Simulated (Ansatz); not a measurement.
Consider the cleavage of the Sb–B bond: `O[B](O)[SbH2]` + `N[SiH](O)F` → `N[SiH](F)[O][SbH2]` + `OBO`.

Isolated molecules relaxed with PBE0-D4/def2-TZVP in Ansatz; ΔE leaves out vibrations. CCSD(T)/CBS is the MP2 limit (def2-TZVPP, def2-QZVPP) plus CCSD(T) − MP2 in def2-TZVPP, frozen cores. This one scheme is used for every species. Functionals use def2-TZVPP. def2 core potentials past Kr. For Sb outer-core shells are correlated without core-valence functions, which leaves a few kJ/mol of doubt a bond. Each species was taken in one conformer, which may not be the lowest.

```tsv
level	ΔE (kcal/mol)
ωB97M-V	-6.2
B2PLYP	-6.8
HF/def2-TZVPP	-8.4
SCS-MP2/def2-TZVPP	-7.1
CCSD/def2-TZVPP	-5.5
MP2/def2-QZVPP	-5.6
SCS-MP2/def2-QZVPP	-7.6
HF/CBS(def2)	-9.5
```

Question: What does CCSD(T)/CBS give? (Best estimate.)

Answer: The calculation gave: -5.9 kcal/mol. The listed levels differ from it by -0.3, -0.9, -2.5, -1.2, 0.4, 0.3, -1.7, -3.6 kcal/mol.

Largest T1 diagnostic among the species: 0.014.

The D4 term adds −0.9 kcal/mol with B3LYP and −0.5 kcal/mol with PBE0; it sums over pairs of atoms, weighted by their polarisabilities, and B3LYP, whose exchange is more repulsive, gets the larger term. In def2-TZVPP, CCSD(T) changes the Hartree–Fock value by +3.1 kcal/mol (the triples alone add +0.1 kcal/mol) and MP2 by +3.5 kcal/mol.

B3LYP here is the variant with VWN-RPA as its local correlation; programs differ in this.
